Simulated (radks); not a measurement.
Results of a calculation; reference values are marked as such.
Orbital eigenvalues (eV) of the manganese ion Mn2+, [Ar] 3d5, at several levels of relativity; Dirac values are averaged over j with weights 2j + 1. Spin-unpolarised spherical Kohn-Sham, PBE, point nucleus unless stated (finite: rms radius 3.7057 fm), a radial shooting solver on a logarithmic mesh with Libxc functionals. A level marked "c x" has the speed of light scaled by that factor and shares open shells by 2j + 1; other Dirac levels either fill j = l - 1/2 first or share by 2j + 1.

| shell | non-rel. | scalar-rel. | Dirac, low j first | Dirac, 2j+1 shares, finite nucleus | change of magnitude, last against first (%) |
|---|---|---|---|---|---|
| 1s | -6391.9 | -6447.6 | -6446.2 | -6446.3 | +0.85 |
| 2s | -750.29 | -761.55 | -761.25 | -761.35 | +1.47 |
| 2p | -645.65 | -647.83 | -647.56 | -647.66 | +0.31 |
| 3s | -101.92 | -103.70 | -103.64 | -103.68 | +1.73 |
| 3p | -72.031 | -72.429 | -72.378 | -72.420 | +0.54 |
| 3d | -24.474 | -24.318 | -24.283 | -24.317 | -0.64 |
| 4s (empty) | -19.218 | -19.436 | -19.427 | -19.434 | +1.12 |
| 4p (empty) | -13.833 | -13.892 | -13.886 | -13.891 | +0.42 |
